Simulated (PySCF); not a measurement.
Ligands exchanged one at a time, B I-SH. Isolated molecules, 0 K electronic values unless said otherwise. One relaxed conformer stands for each flexible species; it need not be the lowest. Strings in code marks are SMILES.

The T1 excitation (TDA) from two functionals at the same geometries (PBE0-D3(BJ)/def2-TZVP), both in PySCF: PBE-D3(BJ)/def2-TZVP and TPSSh-D3(BJ)/def2-TZVP. Excitations are Tamm–Dancoff values on a coarser integration grid. The basis has no diffuse functions, so Rydberg states are missing or too high.

```json
[
 {"species": "0 of 3 I replaced by SH", "PBE-D3(BJ)/def2-TZVP (eV)": "2.95", "TPSSh-D3(BJ)/def2-TZVP (eV)": "3.27"},
 {"species": "1 of 3 I replaced by SH", "PBE-D3(BJ)/def2-TZVP (eV)": "3.65", "TPSSh-D3(BJ)/def2-TZVP (eV)": "4.00"},
 {"species": "2 of 3 I replaced by SH (`SB(I)S` (H–S–B–I torsion 180°, I–B–S–H torsion -180°))", "PBE-D3(BJ)/def2-TZVP (eV)": "4.22", "TPSSh-D3(BJ)/def2-TZVP (eV)": "4.49"},
 {"species": "3 of 3 I replaced by SH (`SB(S)S`)", "PBE-D3(BJ)/def2-TZVP (eV)": "4.48", "TPSSh-D3(BJ)/def2-TZVP (eV)": "4.75"}
]
```

Over these rows, drawn at random from the members with no instability flagged (it was tested for open shells, ions and some series alone), PBE minus TPSSh-D3(BJ): mean -0.30 eV, from -0.35 eV to -0.26 eV.
